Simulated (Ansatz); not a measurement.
Reaction (atomization): `C[C]1([AlH2])C=C1` → Al• + 4 C• + 7 H•

Calculated with Ansatz (gas phase, PBE0-D4/def2-TZVP geometries, no zero-point term in ΔE). CCSD(T)/CBS is the MP2 limit (def2-TZVPP, def2-QZVPP) plus CCSD(T) − MP2 in def2-TZVPP, frozen cores. This one scheme is used for every species, atoms too. No spin–orbit coupling; open shells (•) take unrestricted orbitals. Spin–orbit coupling would lower the free atoms: a little for Al, C.

```json
{"species": "`C[C]1([AlH2])C=C1`", "MP2/def2-QZVPP energy (Eh)": "-398.20212"}
{"species": "Al•", "MP2/def2-QZVPP energy (Eh)": "-241.91900"}
{"species": "C•", "MP2/def2-QZVPP energy (Eh)": "-37.76525"}
{"species": "H•", "MP2/def2-QZVPP energy (Eh)": "-0.49998"}
```

Work out ΔE.

ΔE = 7 × (-0.49998) + 4 × (-37.76525) + (-241.91900) − (-398.20212) = 1.72226 Eh = +46.87 eV. CCSD(T)/CBS gives +46.54 eV.

Largest T1 diagnostic among the species: 0.018.

The D4 term adds +0.41 eV with B3LYP and +0.21 eV with PBE0; it sums over pairs of atoms, weighted by their polarisabilities, and B3LYP, whose exchange is more repulsive, gets the larger term. In def2-TZVPP, CCSD(T) changes the Hartree–Fock value by +11.13 eV (the triples alone add +0.72 eV) and MP2 by +11.91 eV; breaking electron pairs costs correlation energy, which Hartree–Fock lacks. From PBE to PBE0 (25 % exact exchange), in def2-TZVPP and without D4, ΔE moves by −0.66 eV: exact exchange takes away binding that semilocal exchange gives to molecules.

B3LYP here is the variant with VWN-RPA as its local correlation; programs differ in this.

For atomizations the MP2-based limit and the directly extrapolated one differ by several kJ/mol either way, and by 10 to 25 for some Ge, Se and Sn compounds, so smaller differences from it don't rank the levels.
